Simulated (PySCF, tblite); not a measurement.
Compound: C₅H₅ClS.
Atom-mapped SMILES: `[CH3:1][C:2]#[C:3][C:4](=[S:5])[CH2:6][Cl:7]` (hydrogens: H8, H9, H10 on C1; H11, H12 on C6)

Computed with GFN2-xTB (tblite), gas phase: Langevin dynamics at 300 K from the optimised GFN2-xTB geometry, time step 0.5 fs, friction 0.01 fs⁻¹, 2000 steps. Over the second half of the run the saved frames average 266 K.

Frame at 250 fs, instantaneous temperature 204 K:
```
atom  x, y, z in Å
C1      2.200    0.404    1.181
C2      0.880    0.518    0.611
C3     -0.207    0.655    0.095
C4     -1.423    0.898   -0.539
S5     -1.751    2.360   -1.193
C6     -2.381   -0.203   -0.634
Cl7    -2.640   -0.915    0.976
H8      2.218    0.858    2.151
H9      2.393   -0.675    1.303
H10     2.936    0.787    0.449
H11    -2.054   -1.000   -1.368
H12    -3.375    0.099   -1.018
```

Frame at 425 fs, instantaneous temperature 326 K:
```
atom  x, y, z in Å
C1      2.048    0.541    1.658
C2      0.710    0.501    0.970
C3     -0.360    0.473    0.392
C4     -1.435    0.801   -0.429
S5     -1.790    2.343   -0.982
C6     -2.459   -0.239   -0.754
Cl7    -2.942   -1.319    0.611
H8      2.700    1.261    1.155
H9      1.862    0.829    2.667
H10     2.479   -0.393    1.539
H11    -2.023   -0.911   -1.502
H12    -3.300    0.240   -1.146
```

Frame at 625 fs, instantaneous temperature 234 K:
```
atom  x, y, z in Å
C1      1.609   -0.438    1.634
C2      0.392    0.077    0.993
C3     -0.578    0.504    0.403
C4     -1.645    0.923   -0.422
S5     -1.636    2.376   -1.214
C6     -2.720   -0.149   -0.650
Cl7    -2.607   -1.508    0.664
H8      2.247    0.404    2.071
H9      1.251   -1.129    2.391
H10     2.134   -0.913    0.832
H11    -2.576   -0.652   -1.593
H12    -3.733    0.163   -0.504
```

Frame at 800 fs, instantaneous temperature 230 K:
```
atom  x, y, z in Å
C1      1.799   -0.208    1.316
C2      0.548    0.112    0.686
C3     -0.455    0.486    0.099
C4     -1.579    0.947   -0.563
S5     -1.417    2.371   -1.387
C6     -2.827    0.248   -0.889
Cl7    -3.123   -1.055    0.326
H8      2.380    0.705    1.514
H9      1.619   -0.640    2.310
H10     2.371   -0.934    0.762
H11    -2.751   -0.303   -1.806
H12    -3.733    0.879   -0.931
```

Frame at 1000 fs, instantaneous temperature 286 K:
```
atom  x, y, z in Å
C1      1.276   -1.096    1.706
C2      0.460   -0.214    0.938
C3     -0.376    0.414    0.324
C4     -1.403    0.799   -0.559
S5     -1.618    2.297   -1.153
C6     -2.475   -0.214   -0.736
Cl7    -2.904   -0.901    0.848
H8      1.776   -1.819    1.099
H9      1.993   -0.468    2.218
H10     0.617   -1.529    2.537
H11    -2.031   -0.970   -1.412
H12    -3.348    0.188   -1.260
```

Q: What do single points at PBE0/pcSseg-1 (PySCF, gas phase) give on these frames?

A: 
| t (fs) | GFN2-xTB E above start (eV) | DFT E above lowest frame (eV) | HOMO (eV) | LUMO (eV) | dipole (D) |
| --- | --- | --- | --- | --- | --- |
| 250 | 0.14 | 0.00 | -6.66 | -2.91 | 2.93 |
| 425 | 0.37 | 0.24 | -6.72 | -3.07 | 3.20 |
| 625 | 0.35 | 0.22 | -6.80 | -2.97 | 2.29 |
| 800 | 0.23 | 0.14 | -6.64 | -3.06 | 2.42 |
| 1000 | 0.36 | 0.24 | -6.65 | -2.84 | 3.23 |

Both levels order the frames alike by energy; measured from each level's lowest frame they differ by 0.05 eV at most. The HOMO–LUMO gap runs from 3.58 to 3.83 eV. These are instantaneous structures, not minima.

Q: And the isotropic GIAO shieldings (ppm) from the same runs?

A: 
| atom | 250 fs | 425 fs | 625 fs | 800 fs | 1000 fs | mean | range |
| --- | --- | --- | --- | --- | --- | --- | --- |
| C1 | 179.0 | 176.9 | 175.6 | 178.7 | 179.6 | 178.0 | 4.0 |
| C2 | 60.1 | 35.4 | 54.2 | 48.0 | 71.3 | 53.8 | 35.9 |
| C3 | 93.2 | 91.3 | 87.1 | 95.1 | 90.7 | 91.5 | 8.0 |
| C4 | -48.0 | -62.5 | -50.8 | -64.8 | -52.5 | -55.7 | 16.8 |
| S5 | -676.2 | -789.1 | -563.6 | -785.8 | -616.3 | -686.2 | 225.5 |
| C6 | 126.5 | 123.6 | 114.2 | 132.2 | 118.7 | 123.0 | 18.0 |
| Cl7 | 812.2 | 796.4 | 730.4 | 828.2 | 792.5 | 791.9 | 97.8 |
| H8 | 29.4 | 28.9 | 27.7 | 28.6 | 29.7 | 28.9 | 2.0 |
| H9 | 29.1 | 29.6 | 29.1 | 29.1 | 29.3 | 29.2 | 0.5 |
| H10 | 28.5 | 30.7 | 29.4 | 29.4 | 27.7 | 29.1 | 3.0 |
| H11 | 26.4 | 27.3 | 27.4 | 27.1 | 27.1 | 27.1 | 1.0 |
| H12 | 26.7 | 27.8 | 27.1 | 26.3 | 27.1 | 27.0 | 1.5 |

What follows is the cost of the whole dynamics run. Hardware: one thread of an AMD EPYC, no GPU, shared host. Cost: 42 s wall, 0.18 GiB resident at most.
